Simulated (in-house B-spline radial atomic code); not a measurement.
Zn²⁷⁺. Computed with a B-spline radial atomic code. Model: all-electron spherical atom, spin shells full or empty, radial basis limit, no spin-orbit coupling: exact exchange with a local potential (Slater, KLI or optimised effective potential, whose far tail is KLI's), no correlation.

Empty minority-spin level lies below the highest occupied level: each spin potential is zero at infinity, spin occupations fixed.

The run also made RPA and GW results, which its time includes.

The Slater potential averages the orbital exchange potentials with the orbital densities as weights, KLI adds orbital constants, and the optimised effective potential minimises the exact-exchange energy among local potentials. So their energies lie above Hartree-Fock in the order OEP, KLI, Slater. All fall off as −1/r, unlike LDA and GGA exchange.

Command:
```bash
python run_gw.py task.json out
```
Settings (lengths in bohr, energies in hartree):
```
Z                      30
electrons              3
configuration          [He] 2s1
hamiltonian            nr
method                 slater
lmax                   9
spin_polarised         True
box_radius             3.29
intervals              62
ion_configuration      1s2
```

Time taken, with all properties: 2.3 s on 1 thread of Arm Neoverse N1, with other jobs on the host.

Given: hamiltonian non-relativistic; mean-field start Slater potential.

Computed: energy above Hartree-Fock 5.9101 millihartree; virial ratio -E/T less 1 -0.002214.

| radius (bohr) | r times exchange potential up (hartree bohr) | r times exchange potential down (hartree bohr) |
| --- | --- | --- |
| 0.00167 | -0.051776 | -0.049457 |
| 0.00196 | -0.060729 | -0.05801 |
| 0.0023 | -0.071205 | -0.068021 |
| 0.0027 | -0.083494 | -0.079765 |
| 0.00317 | -0.097878 | -0.093515 |
| 0.00372 | -0.11462 | -0.10953 |
| 0.00437 | -0.13428 | -0.12833 |
| 0.00514 | -0.15734 | -0.1504 |
| 0.00603 | -0.18368 | -0.17562 |
| 0.00709 | -0.21453 | -0.20521 |
| 0.00832 | -0.24958 | -0.23884 |
| 0.00977 | -0.28974 | -0.27745 |
| 0.0115 | -0.33593 | -0.32195 |
| 0.0135 | -0.38681 | -0.37109 |
| 0.0158 | -0.44191 | -0.4245 |
| 0.0186 | -0.50396 | -0.48489 |
| 0.0218 | -0.56821 | -0.54775 |
| 0.0257 | -0.63729 | -0.61576 |
| 0.0301 | ? | ? |
| 0.0354 | -0.77027 | -0.74818 |
| 0.0416 | -0.83125 | -0.80979 |
| 0.0488 | -0.88364 | -0.8638 |
| 0.0573 | -0.92441 | -0.90904 |
| 0.0673 | -0.94535 | -0.94403 |
| 0.0791 | -0.92809 | -0.96881 |
| 0.0929 | -0.8499 | -0.98448 |
| 0.109 | -0.74716 | -0.99321 |
| 0.128 | -0.71624 | -0.99749 |
| 0.15 | -0.76109 | -0.99921 |
| 0.177 | -0.83319 | -0.99982 |
| 0.208 | -0.8978 | -0.99997 |
| 0.244 | -0.94546 | -1 |
| 0.286 | -0.97521 | -1 |
| 0.336 | ? | ? |
| 0.395 | -0.99738 | -1 |
| 0.464 | -0.99943 | -1 |
| 0.545 | -0.99991 | -1 |

**Question.** What belongs in the row 0.0301?

**Answer.** r times exchange potential up (hartree bohr): -0.70398; r times exchange potential down (hartree bohr): -0.6819.

**Question.** What belongs in the row 0.336?

**Answer.** r times exchange potential up (hartree bohr): -0.99089; r times exchange potential down (hartree bohr): -1.

| occupied | level (hartree) | Hartree-Fock level (hartree) |
| --- | --- | --- |
| 1s up | -425.57 | -426 |
| 1s down | -425.34 | -425.39 |
| 2s up | -101.21 | -100.81 |

| empty | level (hartree) |
| --- | --- |
| 2s down | -101.91 |
| 2p down | -100.64 |
| 2p up | -99.655 |
| 3s down | -44.624 |
| 3s up | -44.48 |
| 3p down | -44.197 |
| 3p up | -44.043 |
| 3d down | -43.755 |
| 3d up | -43.588 |
| 4s down | -24.941 |
| 4s up | -24.886 |
| 4p down | ? |
| 4p up | ? |
| 4d down | -24.592 |

**Question.** What belongs in the row 4p down?

**Answer.** level (hartree): -24.76.

**Question.** What belongs in the row 4p up?

**Answer.** level (hartree): -24.705.

The highest level, 2s up, differs from Hartree-Fock by -11 eV and the deepest, 1s up, by +11.9 eV: the Slater potential lacks the response part and is deeper than the optimised one throughout, so the top level comes too deep.
